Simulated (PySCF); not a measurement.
A geometry optimisation, step by step.

Species: C4H4F2O.
Atom-mapped SMILES: `[F:1][C@@H:2]1[CH:3]=[CH:4][O:5][C@@H:6]1[F:7]` (hydrogens: H8 on C2; H9 on C3; H10 on C4; H11 on C6)

Method: PySCF 2.14.0, PBE0-D3(BJ)/def2-SVP geometry optimisation, gas phase; density fitting, grid level 1; the optimiser is geomeTRIC in internal coordinates, started from a GFN2-xTB structure with every atom displaced at random (about 0.01 Å). 7 of its 8 geometries are shown. The frame can shift and turn from step to step; on so coarse a grid that alone can change the energy by a few meV, and forces under 0.02 eV/Å are noise.

Step 0: E = -11671.7609 eV, largest atomic force 3.407 eV/Å
```
atom  x, y, z in Å  |  force x, y, z in eV/Å
F1     -0.127   -1.835    0.984   -0.293   0.814  -0.568
C2     -0.507   -0.799    0.129    1.290   0.011   0.631
C3      0.487   -0.545   -0.962    0.155   1.184   0.943
C4      0.898    0.734   -0.901   -2.500  -1.711   1.559
O5      0.231    1.451    0.064    0.187   0.249  -0.081
C6     -0.501    0.580    0.866    0.460  -0.564   0.667
F7      0.135    0.454    2.078   -0.284   0.005  -0.647
H8     -1.481   -1.048   -0.259   -0.865  -0.200  -0.221
H9      0.859   -1.297   -1.597    0.464  -0.991  -0.967
H10     1.543    1.293   -1.497    1.347   1.038  -1.105
H11    -1.501    0.986    1.080    0.039   0.165  -0.211
```

Step 1: E = -11671.5153 eV, largest atomic force 3.414 eV/Å
```
atom  x, y, z in Å  |  force x, y, z in eV/Å
F1      1.166   -0.165    1.691    0.147  -0.795   0.357
C2      0.157   -0.501    0.851   -0.511   0.683  -1.115
C3      0.596   -0.923   -0.536    0.863  -1.935   1.007
C4      0.029   -0.137   -1.409   -0.194   3.022  -1.576
O5     -0.747    0.848   -0.879   -0.447  -0.317   0.472
C6     -0.589    0.819    0.521   -0.437   0.769  -0.976
F7      0.161    1.906    0.808    0.218  -0.176   0.548
H8     -0.568   -1.229    1.253    0.384  -0.068   0.635
H9      1.150   -1.827   -0.824    0.154   0.376   0.423
H10     0.249    0.173   -2.449   -0.256  -1.289   0.086
H11    -1.581    0.981    0.973    0.079  -0.271   0.138
```

Step 2: E = -11671.8174 eV, largest atomic force 0.992 eV/Å
```
atom  x, y, z in Å  |  force x, y, z in eV/Å
F1      1.162   -0.237    1.703    0.053  -0.163   0.217
C2      0.150   -0.477    0.829   -0.292   0.055  -0.600
C3      0.619   -0.902   -0.536   -0.489  -0.053  -0.321
C4      0.034   -0.095   -1.431    0.499   0.837   0.188
O5     -0.764    0.876   -0.894    0.120  -0.177   0.362
C6     -0.598    0.850    0.506    0.095   0.069  -0.316
F7      0.168    1.906    0.868   -0.059  -0.092   0.021
H8     -0.553   -1.216    1.252    0.104  -0.006   0.266
H9      1.179   -1.806   -0.776    0.212   0.196   0.149
H10     0.212    0.078   -2.498   -0.265  -0.608   0.040
H11    -1.586    0.968    0.977    0.022  -0.057  -0.006
```

Step 4: E = -11671.9097 eV, largest atomic force 0.472 eV/Å
```
atom  x, y, z in Å  |  force x, y, z in eV/Å
F1      1.127   -0.290    1.729    0.003   0.037   0.026
C2      0.138   -0.477    0.804    0.091  -0.059   0.159
C3      0.633   -0.882   -0.548   -0.313   0.183   0.171
C4      0.059   -0.051   -1.418    0.015  -0.044  -0.470
O5     -0.736    0.920   -0.890    0.175  -0.195   0.051
C6     -0.586    0.865    0.499    0.004  -0.008   0.126
F7      0.180    1.901    0.907    0.004   0.007   0.005
H8     -0.565   -1.217    1.228   -0.033   0.010  -0.026
H9      1.251   -1.750   -0.765    0.031   0.059  -0.013
H10     0.103   -0.048   -2.506    0.019   0.023  -0.061
H11    -1.581    0.972    0.958    0.003  -0.014   0.032
```

Step 5: E = -11671.9177 eV, largest atomic force 0.078 eV/Å
```
atom  x, y, z in Å  |  force x, y, z in eV/Å
F1      1.129   -0.287    1.733   -0.038  -0.020  -0.064
C2      0.138   -0.478    0.810    0.040   0.027   0.054
C3      0.620   -0.880   -0.547   -0.035  -0.023   0.011
C4      0.058   -0.054   -1.431   -0.008  -0.021   0.005
O5     -0.732    0.915   -0.890    0.015  -0.007  -0.014
C6     -0.585    0.862    0.502    0.009   0.004   0.021
F7      0.182    1.899    0.908   -0.005  -0.002  -0.008
H8     -0.566   -1.217    1.233   -0.010   0.009   0.000
H9      1.250   -1.740   -0.762    0.022   0.026  -0.003
H10     0.109   -0.046   -2.520    0.005   0.015   0.002
H11    -1.579    0.970    0.961    0.006  -0.009  -0.006
```

Step 6: E = -11671.9183 eV, largest atomic force 0.033 eV/Å
```
atom  x, y, z in Å  |  force x, y, z in eV/Å
F1      1.130   -0.289    1.729   -0.003  -0.007  -0.016
C2      0.137   -0.478    0.811    0.014   0.009   0.022
C3      0.617   -0.882   -0.546   -0.017  -0.024  -0.015
C4      0.056   -0.056   -1.431    0.005   0.000   0.010
O5     -0.733    0.914   -0.890   -0.006   0.003  -0.004
C6     -0.585    0.862    0.502    0.005   0.006   0.002
F7      0.182    1.899    0.907   -0.002  -0.003  -0.002
H8     -0.569   -1.216    1.236   -0.009   0.005   0.002
H9      1.253   -1.737   -0.761    0.013   0.010   0.003
H10     0.112   -0.043   -2.519    0.000   0.002   0.003
H11    -1.579    0.970    0.962   -0.002  -0.002  -0.004
```

Step 7: E = -11671.9184 eV, largest atomic force under 0.02 eV/Å
```
atom  x, y, z in Å  |  force x, y, z in eV/Å
F1      1.132   -0.291    1.726    0.003   0.001  -0.001
C2      0.136   -0.479    0.811   -0.006  -0.003   0.000
C3      0.613   -0.884   -0.546    0.001  -0.001  -0.007
C4      0.055   -0.057   -1.431    0.001  -0.003   0.000
O5     -0.733    0.913   -0.890   -0.003   0.004   0.003
C6     -0.584    0.862    0.502    0.002   0.004  -0.001
F7      0.182    1.899    0.906    0.002   0.000   0.001
H8     -0.571   -1.213    1.239    0.001   0.001   0.003
H9      1.257   -1.735   -0.761    0.001  -0.001   0.003
H10     0.114   -0.041   -2.519    0.000  -0.001   0.000
H11    -1.579    0.969    0.962   -0.002   0.000  -0.002
```

**Question.** Summarise the path.

**Answer.** The energy falls by 15.20 kJ/mol from step 0 to step 7; nine tenths of that is first reached at step 3. It rises by more than 0.2 meV at step 1. The largest force goes from 3.407 to under 0.02 eV/Å. Among the bonds C4–H10 changes most, from 1.041 to 1.090 Å; the atoms move by 0.046 Å rms after alignment.

**Question.** Follow the three bonds and two angles with the largest change from start to end.

**Answer.** 
| step | E above end (kJ/mol) | largest force (eV/Å) | C4–H10 (Å) | C3–H9 (Å) | F1–C2 (Å) | O5–C6–H11 (°) | C3–C4–O5 (°) |
| --- | --- | --- | --- | --- | --- | --- | --- |
| 0 | 15.20 | 3.407 | 1.041 | 1.053 | 1.396 | 111.0 | 112.3 |
| 1 | 38.90 | 3.414 | 1.107 | 1.099 | 1.355 | 107.7 | 115.0 |
| 2 | 9.75 | 0.992 | 1.096 | 1.091 | 1.358 | 108.5 | 114.9 |
| 3 | 0.83 | 0.363 | 1.089 | 1.087 | 1.363 | 108.5 | 114.2 |
| 4 | 0.85 | 0.472 | 1.089 | 1.088 | 1.367 | 108.2 | 116.3 |
| 5 | 0.07 | 0.078 | 1.090 | 1.088 | 1.368 | 108.4 | 114.9 |
| 6 | 0.02 | 0.033 | 1.090 | 1.088 | 1.366 | 108.4 | 114.9 |
| 7 | 0.00 | under 0.02 | 1.090 | 1.088 | 1.366 | 108.4 | 114.9 |

The cost below is that of the whole optimisation. Time: 44 s wall; peak memory 0.50 GiB. Hardware: Arm Neoverse V1, one thread, no GPU, shared host with 32 logical CPUs at a one-minute load of 23.
